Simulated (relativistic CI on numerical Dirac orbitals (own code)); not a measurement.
What each ingredient does to the levels of Bi XXXI

Base calculation: Dirac-Coulomb-Breit CI, KLI orbitals optimised for each configuration, model QED, unscaled Slater integrals.

Configuration list (outside the closed core [Ar] 3d10): 4s2.4p6.4d10.4f7, 4s2.4p6.4d10.4f6.5s, 4s2.4p6.4d9.4f8, 4s2.4p6.4d10.4f5.5s2, 4s2.4p6.4d10.4f6.5p, 4s2.4p5.4d10.4f8, 4s.4p6.4d10.4f8, 4s2.4p6.4d10.4f6.6s, 4p6.4d10.4f9. Levels of other configurations are missing.

Variants: (1) configuration mixing switched off. Shifts of the energy above 4s2.4p6.4d10.4f7 8S°_7/2, in cm⁻¹, for the lowest level and the first level of each name with at least 55 % of one term (blank where a level changes its place among those of its configuration and J or its character, or is not in the variant):

```tsv
Level	Base	Δ(1)
4s2.4p6.4d10.4f7 8S°_7/2	0.0	0.0
4s2.4p6.4d10.4f7 6I°_13/2	107327.2	+997.3
4s2.4p6.4d10.4f7 6I°_15/2	109938.9	+698.4
4s2.4p6.4d10.4f7 6D°_1/2	137467.4	+1429.8
4s2.4p6.4d10.4f7 4N°_23/2	161253.9	-165.9
4s2.4p6.4d10.4f7 4N°_21/2	170653.1	+89.4
```

At this charge energies of transitions that change n are usually good to better than 1 %, and those within a shell (Δn = 0) to a few per cent. Terms inside the open d or f shell come out 10 to 20 % too wide with unscaled integrals.

Ionisation energy from the two ground configurations alone: base 1106.03 eV. The NIST ASD value (theoretical) is 1120 eV.

LS names give the leading component of a level, which can be under half, so a name can repeat, a term be missing and a line seem to break the LS rules.
